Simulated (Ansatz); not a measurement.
Reaction (redistribution): `O=C[SiH](Cl)O[SiH3]` + `[BH2][GeH2][Cl]` → `[SiH3]O[SiH](Cl)Cl` + `[BH2][GeH2][CH]=O`

Computed with Ansatz on PBE0-D4/def2-TZVP structures; ΔE is electronic, products minus reactants. CCSD(T)/CBS is the MP2 limit (def2-TZVPP, def2-QZVPP) plus CCSD(T) − MP2 in def2-TZVPP, frozen cores. For Ge outer-core shells are correlated without core-valence functions, which leaves a few kJ/mol of doubt a bond. Scalar relativity is left out up to krypton. One conformer a species, not always the lowest.

`O=C[SiH](Cl)O[SiH3]`:

Cartesian coordinates in Å:
```
O 1.551 0.521 -1.171
C 1.757 -0.469 -0.512
Si 0.322 -1.203 0.528
Cl 0.925 -1.062 2.482
O -0.986 -0.314 0.233
Si -1.475 1.196 -0.232
H 2.774 -0.923 -0.499
H 0.057 -2.628 0.238
H -2.848 1.375 0.300
H -0.580 2.229 0.342
H -1.497 1.279 -1.710
```

`[BH2][GeH2][Cl]`:

```xyz
7

B     0.903   -0.876    0.268
Ge   -0.457    0.563   -0.275
Cl   -2.140    0.599    1.092
H     1.886   -1.017   -0.395
H     0.732   -1.566    1.224
H     0.136    1.983   -0.243
H    -1.059    0.315   -1.670
```

`[SiH3]O[SiH](Cl)Cl`:

```xyz
9

Si   -1.300    0.788   -0.486
O     0.176    0.514    0.196
Si    1.318   -0.565    0.536
Cl    0.583   -1.986    1.800
Cl    1.942   -1.484   -1.174
H    -1.618    2.220   -0.283
H    -2.319   -0.064    0.175
H    -1.242    0.475   -1.935
H     2.461    0.103    1.171
```

`[BH2][GeH2][CH]=O`:

Cartesian coordinates in Å:
```
B 1.303 0.456 1.024
Ge -0.342 -0.589 0.386
C -0.846 0.183 -1.414
O -0.570 -0.342 -2.454
H 2.383 -0.049 1.081
H 1.192 1.613 1.298
H -1.563 -0.321 1.288
H -0.155 -2.100 0.193
H -1.403 1.150 -1.402
```

```csv
species,CCSD(T)/CBS(def2) energy (Eh)
`O=C[SiH](Cl)O[SiH3]`,-1229.45756
`[BH2][GeH2][Cl]`,-2563.08808
`[SiH3]O[SiH](Cl)Cl`,-1575.48976
`[BH2][GeH2][CH]=O`,-2217.06538
```

Q: Work out ΔE.

A: ΔE = (-1575.48976) + (-2217.06538) − (-1229.45756) − (-2563.08808) = -0.00950 Eh = -6.0 kcal/mol.

Q: What do rigid-rotor, harmonic-oscillator terms from PBE0-D4/def2-TZVP frequencies (298.15 K, 1 bar) make of the CCSD(T)/CBS value? (An estimate is asked.)

A: Computed: ΔZPE = -0.3 kcal/mol, ΔH = -6.0 kcal/mol, ΔS = 26 J/(mol·K), ΔG = -7.9 kcal/mol. Modes under 50 cm⁻¹ make the entropy rough.

Largest T1 diagnostic among the species: 0.016.

Leaving LDA and LC-ωPBE aside and taking each functional with its dispersion term where it has one, the values, not all of them listed here, spread over 3.6 kcal/mol, from PBE-D4 to BHLYP-D4. LDA lies −0.9 kcal/mol from PBE without D4. From r2SCAN to r2SCAN0 (25 % exact exchange), in def2-TZVPP and without D4, ΔE moves by +1.3 kcal/mol.
